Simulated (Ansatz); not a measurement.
Coupled-cluster run, CH6GeSeSi, SMILES `[SiH3][GeH]1[CH2][Se]1`.

```yaml
crystal:
  periodic: [false, false, false]
  atoms:
    - {symbol: Si, position_ang: [-1.312595, 1.003760, -0.837168]}
    - {symbol: Ge, position_ang: [-0.253193, -0.689061, 0.425859]}
    - {symbol: C, position_ang: [1.637170, -0.509665, 0.806405]}
    - {symbol: Se, position_ang: [1.465604, -1.784408, -0.715461]}
    - {symbol: H, position_ang: [-2.216961, 0.389358, -1.841061]}
    - {symbol: H, position_ang: [-2.102860, 1.902606, 0.045679]}
    - {symbol: H, position_ang: [-0.239205, 1.773361, -1.513312]}
    - {symbol: H, position_ang: [-1.047772, -1.579189, 1.388624]}
    - {symbol: H, position_ang: [2.019311, -0.972945, 1.709139]}
    - {symbol: H, position_ang: [2.133502, 0.414882, 0.534195]}
basis:
  gaussian: {orbitals: def2-TZVPP}
correlation: {method: ccsd_t}
```

```sh
$ ansatz run in.yaml --threads 4 --pin off --events-out ev --progress --plain --max-ram 10444MiB
```

Log, shortened:

```
Functional definition: HF
1532 factors; integrals over basis functions are off by at most 7.9e-4 eV
mean field evaluation 1: about -130762.4453 eV, gradient 2.4e1 eV
mean field evaluation 2: about -130762.6815 eV, gradient 2.4e1 eV
mean field evaluation 4: about -130764.8786 eV, gradient 4.1e0 eV
mean field evaluation 8: about -130764.9377 eV, gradient 2.4e-1 eV
mean field -130764.93807914 eV, -4805.5228387497 hartree, gradient 3.4e-6 eV, S^2 0.000000; 0 other end points of the search recorded, 0 dependent functions left out
24 core orbitals not correlated: weight in the atoms' cores, before any rotation towards them, 1.000 or more for the frozen orbitals, at most 0.000 for the correlated occupied ones
reference -130764.93807914 eV, -4805.5228387497 hartree; 22, 22 occupied and 207, 207 virtual orbitals, 1532 factors
second order -22.47786903 eV of doubles, -0.00000000 eV of singles
cycle   1  -22.58047932 eV  change   -1.0e-1 eV  update   1.2e-1
cycle   2  -23.32051486 eV  change   -7.4e-1 eV  update   3.4e-2
cycle   3  -23.42188698 eV  change   -1.0e-1 eV  update   1.7e-2
cycle   4  -23.40581516 eV  change    1.6e-2 eV  update   4.1e-3
cycle   5  -23.40676233 eV  change   -9.5e-4 eV  update   2.0e-3
cycle   6  -23.40678215 eV  change   -2.0e-5 eV  update   5.7e-4
cycle   7  -23.40647109 eV  change    3.1e-4 eV  update   2.3e-4
cycle   8  -23.40652406 eV  change   -5.3e-5 eV  update   8.2e-5
cycle   9  -23.40655049 eV  change   -2.6e-5 eV  update   2.9e-5
perturbative correction -0.98822695 eV, -0.0363166706 hartree
Total energy: -130789.33285658 eV, -4806.4193302854 hartree
```

It took 2.3 min on 4 threads of an Intel Xeon Platinum 8488C on a shared host, with 5.4 GiB of host memory at the peak.

The correlation energy is -24.395 eV, 4.1 % of it from (T); the T1 diagnostic reads 0.0115.
